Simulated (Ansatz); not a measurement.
Z-matrix (Å, degrees):
```
In
Cl 1 2.365
H 1 1.773 2 115.3
```

Charge 0, multiplicity 2. In: def2 effective core potential.

**Question.** List the PBE/def2-TZVPP orbital energies in eV (Ansatz). (Estimate.)

**Answer.** The calculation gave: α occupied: -2738.27, -248.81, -189.49, -189.37, -189.35, -122.46, -80.16, -79.98, -79.91, -20.06, -19.33, -19.27, -19.21, -19.15, -18.51, -10.62, -8.22, -7.40, -7.32, -5.30. α empty: -2.78, -0.99, 0.43, 1.28, 1.55, 1.99, 2.67, 3.19. β occupied: -2738.25, -248.79, -189.45, -189.35, -189.33, -122.43, -80.12, -79.94, -79.89, -19.97, -19.21, -19.17, -19.13, -19.03, -18.40, -10.23, -7.78, -7.35, -7.21. β empty: -4.27, -2.42, -0.69, 1.00, 1.72, 1.79, 2.33, 2.91. ⟨S²⟩ = 0.754.
